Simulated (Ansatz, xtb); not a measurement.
**B2F2H4O2: which of two isomers lies lower**

We compare X, `F[B@H-]1[OH+][B@@H-](F)[OH+]1`, a singlet, with Y, `F[B-]1(F)[OH+][BH2-][OH+]1`, a singlet. Both are isolated molecules in the gas phase, relaxed with PBE0-D4/def2-SVP.

X (Å):

```xyz
10

B    -1.7054    0.1693    0.4960
B    -0.2969   -1.4865    0.1475
F    -1.7337    0.8666    1.6523
F     0.6033   -1.8807    1.0740
O    -0.2617    0.0495   -0.0540
O    -1.6967   -1.3507    0.7987
H    -2.4989    0.4751   -0.3661
H    -0.1339    0.3489   -0.9606
H    -0.3212   -2.0850   -0.9050
H    -1.6599   -1.5200    1.7519
```

Y (Å):

```xyz
10

B    -1.6920   -0.5765   -0.4209
B    -0.2244   -0.7115    1.1986
F    -1.5037    0.2355   -1.4778
F    -2.8260   -1.3015   -0.4075
O    -0.4732   -1.4717   -0.1405
O    -1.4639    0.1857    0.8953
H    -0.7238   -2.3965   -0.0254
H    -0.4202   -1.4356    2.1481
H     0.7966   -0.0633    1.1599
H    -1.2478    1.1137    0.7420
```

Which of the two would you expect CCSD(T)/def2-SVP + ΔMP2/def2-TZVPP electronic energies to favour?

Structure Y; the calculation gives E(Y) − E(X) = −5.48 kJ/mol.

How the difference moves with the method:

| level | geometry | E(Y) − E(X) (kJ/mol) | departure from the last row (kJ/mol) | job, with rough time for the two |
| --- | --- | --- | --- | --- |
| GFN2-xTB | GFN2-xTB | +4.55 | +10.03 | optimisation, 0.1 s |
| HF/STO-3G | GFN2-xTB | −12.10 | −6.63 | single point, 0.32 s |
| r2SCAN-D4/def2-SVP | GFN2-xTB | −5.63 | −0.16 | single point, 4 s |
| PBE0-D4/def2-SVP | PBE0-D4/def2-SVP | −5.79 | −0.31 | optimisation, 32 s |
| HF/def2-SVP | PBE0-D4/def2-SVP | −8.70 | −3.23 | part of the CCSD(T) run |
| MP2/def2-SVP | PBE0-D4/def2-SVP | −6.74 | −1.26 | part of the CCSD(T) run |
| CCSD(T)/def2-SVP | PBE0-D4/def2-SVP | −7.18 | −1.70 | single point |
| CCSD(T)/def2-SVP + ΔMP2/def2-TZVPP | PBE0-D4/def2-SVP | −5.48 |  | single point, 40 s |

As drawn, both hold the same kinds of bond in the same numbers.

GFN2-xTB puts the two in the other order. The largest departure from CCSD(T)/def2-SVP + ΔMP2/def2-TZVPP is that of GFN2-xTB, 10.03 kJ/mol. The last row adds to CCSD(T) the change of the MP2 difference between the two basis sets, here +1.70 kJ/mol.

With harmonic frequencies from PBE0-D4/def2-SVP (ideal gas, rigid rotor, one conformer each, 298.15 K, 1 atm): on the last row, ΔE + ΔZPE = −5.85, ΔH = −5.87, ΔG = −3.43 kJ/mol.

The correlated steps freeze 6 core orbitals. Codes used: Ansatz 0.2.0, xtb 6.7.1; the last row on 2 threads of Arm Neoverse V2 on a shared host.
